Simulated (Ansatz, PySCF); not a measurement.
The pair A = HF (SMILES F) (first 2 atoms), B = CHN (SMILES C#N); geometry from B3LYP-D3(BJ)/def2-TZVP.
(charge 0, multiplicity 1):
```xyz
5

F     -0.04811    -0.99302    -0.13730
H      0.03748    -0.48045     0.64395
C      0.31093     1.14181     3.10604
N      0.20451     0.51457     2.15694
H      0.41039     1.72780     3.99264
```

Correlated levels freeze the cores. CBS(a, b) extrapolates the correlation energy as X⁻³ and adds the Hartree–Fock energy of set b. MP2 and its Hartree–Fock in aug-cc-pVQZ are density fitted.

Run with Ansatz (a quantum-chemistry and plane-wave program) with Gaussian orbitals; PySCF for the dispersion terms. Values without a source in brackets are computed.

The monomers are drawn apart, rigid, along the line of their centres of mass. Counterpoise-corrected interaction energies (kcal/mol):

| level | R = 4.027 Å | R = 4.755 Å |
|---|---|---|
| PBE/def2-TZVPPD | -4.6728 | -2.3650 |
| PBE-D3(BJ)/def2-TZVPPD | -4.9178 | -2.4863 |
| wB97M-V/def2-TZVPPD | -4.6803 | -2.4153 |
| MP2/CBS(aug-cc-pVTZ, aug-cc-pVQZ) + ΔCCSD(T)/aug-cc-pVTZ | -4.7646 | -2.4537 |

Question: R is the distance of the centres of mass. Find the local exponent m of E ∝ R⁻ᵐ between the two points.

Answer: 
m = ln(E₁/E₂)/ln(R₂/R₁): PBE/def2-TZVPPD 4.1; PBE-D3(BJ)/def2-TZVPPD 4.1; wB97M-V/def2-TZVPPD 4.0; MP2/CBS(aug-cc-pVTZ, aug-cc-pVQZ) + ΔCCSD(T)/aug-cc-pVTZ 4.0. For scale, two fixed dipoles give m = 3, dipole and quadrupole 4, quadrupoles 5, and dispersion or dipole-induced dipole 6 at long range; at these distances several terms mix, and what is left of overlap and damping shifts m, so it need not match one of them.
